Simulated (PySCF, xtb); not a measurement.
C3H5ClSi, SMILES Cl[SiH2]C=C=C.

GFN2-xTB in xtb at its own geometry gives an orbital gap of 4.32 eV and a dipole moment of 2.17 D.

The structure is a stationary point at PBE0-D3(BJ)/def2-SVP. This is a generated structure with no PubChem entry under its InChIKey; it may be hypothetical. The values are those of a single conformer.

**Question.** What does PySCF with PBE0/def2-TZVP give? (Estimate from the structure and the level; the computed values follow.)

**Answer.** gap 7.01 eV (levels -7.75 and -0.74 eV), dipole 1.91 D.
